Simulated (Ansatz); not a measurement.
`[F][Zn][Cl]` + CH₃OH → `C[O][Zn][Cl]` + H–F at 700 K and 1 bar (ligand exchange at a Zn–F bond).

Isolated molecules relaxed with PBE0-D4/def2-TZVP in Ansatz; ΔE leaves out vibrations. CBS: MP2 limit from def2 TZ/QZ plus the TZ coupled-cluster correction, frozen cores. This one scheme is used for every species. For Zn outer-core shells are correlated without core-valence functions, which leaves a few kJ/mol of doubt a bond. Scalar relativity is left out up to krypton. Each species was taken in one conformer, which may not be the lowest.

```csv
species,CCSD(T)/CBS energy (Eh),H − E (kJ/mol),S (J/(mol·K))
`[F][Zn][Cl]`,-2338.03728,45.0,320.3
CH₃OH,-115.61712,170.8,288.5
`C[O][Zn][Cl]`,-2353.24457,168.7,415.2
H–F,-100.39570,45.2,198.5
```

H − E and S are ideal-gas, rigid-rotor, harmonic terms from PBE0-D4/def2-TZVP, for one conformer and one mirror image of each species. 1 Eh = 2625.50 kJ/mol, R = 8.31446 J/(mol·K).

By hand: ΔE, ΔH, ΔS and ΔG.

ΔE = (-2353.24457) + (-100.39570) − (-2338.03728) − (-115.61712) = 0.01413 Eh = 37.1 kJ/mol. Δ(H − E) = 168.7 + 45.2 − 45.0 − 170.8 = -1.9, so ΔH = 35.2 kJ/mol. ΔS = 415.2 + 198.5 − 320.3 − 288.5 = 4.9 J/(mol·K). ΔG = 35.2 − 700 × (4.9)/1000 = 31.8 kJ/mol.

By hand: the equilibrium constant, and the temperature at which ΔG would vanish if ΔH and ΔS stayed fixed.

log₁₀ K = −ΔG/(RT ln 10) = -2.4. ΔG = 0 at ΔH/ΔS = 7184 K, far beyond where these terms or the molecules hold.

The number of gas molecules stays the same, so ΔS is small and ΔH decides. A doubt of 5 kJ/mol in ΔE shifts log₁₀ K by 0.4 here. Other conformers and mirror images would add mixing entropy, several J/(mol·K) or more a flexible species. These are equilibria of isolated gas molecules and say nothing of rates. Largest T1 diagnostic: 0.016 (customary marks: 0.02 for closed shells, 0.045 for open ones).
